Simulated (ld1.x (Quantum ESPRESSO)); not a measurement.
## Zr (Z = 40), PAW: configuration errors across variants

```json
{"Element": "Zr (Z = 40)", "Generator": "ld1.x (Quantum ESPRESSO) 7.5", "Type": "PAW", "Functional": "LDA (PZ)", "Relativity": "fully relativistic", "Frozen core": "[Ar] 3d10 4s2", "Valence charge": "10", "Reference configuration": "4p6 4d2 5s1.75 5p0 (charge +0.25)", "Partial waves": "5s (bound): rcut 2.65, rcutus 3.10 bohr; 5s channel at 4.95 Ry: rcut 2.65, rcutus 3.10 bohr; 4p (bound): rcut 2.10, rcutus 2.45 bohr; 5p (bound, empty): rcut 2.10, rcutus 2.45 bohr; 4d (bound): rcut 2.05, rcutus 2.55 bohr; 4d channel at 0.25 Ry: rcut 2.05, rcutus 2.55 bohr", "Local potential": "all-electron potential smoothed inside 2.45 bohr (lloc = -1)", "Core correction": "a·sin(br)/r model core inside 2.45 bohr", "Augmentation charge": "BESSEL, radius 1.65 bohr"}
```

Open shells are filled in proportion to 2j + 1 (rel_dist='average').

All-electron excitation energies from the reference (eV): (1) 4p6 4d2 5s2 5p0 -1.315; (2) 4p6 4d2 5s1 5p0 6.037; (3) 4p6 4d2 5s0 5p0 19.278; (4) 4p6 4d2 5s0 5p2 5.075; (5) 4p6 4d3 5s1 5p0 -0.090; (6) 4p6 4d2.5 5s1.5 5p0 -0.789; (7) 4p6 4d1 5s2 5p1 1.746.

1 further variants failed, have other tests or too few solved ones, and are left out.

Errors AE − PS in meV (a dash: test not solved or not reliable):

| change | (1) | (2) | (3) | (4) | (5) | (6) | (7) | bound ghosts |
| --- | --- | --- | --- | --- | --- | --- | --- | --- |
| base | +0.1 | +0.9 | +4.9 | +2.2 | +0.1 | +0.2 | +8.9 | not determined |
| waves 4p (bound): rcut 2.02, rcutus 2.14 bohr; 5p (bound): rcut 2.02, rcutus 2.14 bohr | +0.1 | +0.9 | +4.8 | +4.8 | +0.6 | – | – | not determined |
| waves 4p (bound): rcut 2.10, rcutus 2.48 bohr; 5p (bound): rcut 2.10, rcutus 2.48 bohr | +0.1 | +0.9 | +5.6 | +1.6 | +0.1 | +0.2 | +15 | not determined |
| waves 4p (bound): rcut 2.10, rcutus 2.78 bohr; 5p (bound): rcut 2.10, rcutus 2.78 bohr | +0.2 | +1.9 | +16 | +1.8 | +4.3 | – | – | not determined |
| waves 4p (bound): rcut 2.10, rcutus 3.04 bohr; 5p (bound): rcut 2.10, rcutus 3.04 bohr | +0.1 | +0.3 | -0.1 | – | – | – | – | not determined |
| waves 4p (bound): rcut 2.10, rcutus 3.38 bohr; 5p (bound): rcut 2.10, rcutus 3.38 bohr | +0.1 | +0.4 | +0.4 | – | – | – | – | not determined |
| waves 4p (bound): rcut 2.10, rcutus 3.64 bohr; 5p (bound): rcut 2.10, rcutus 3.64 bohr | +0.1 | +0.5 | +1.3 | – | – | – | – | not determined |

Task: Give the same row for: waves 4p (bound): rcut 1.88, rcutus 2.00 bohr; 5p (bound): rcut 1.88, rcutus 2.00 bohr.

Result: +0.1, +1.2, +7.5, +8.1, +1.4, –, –; bound ghosts: not determined.
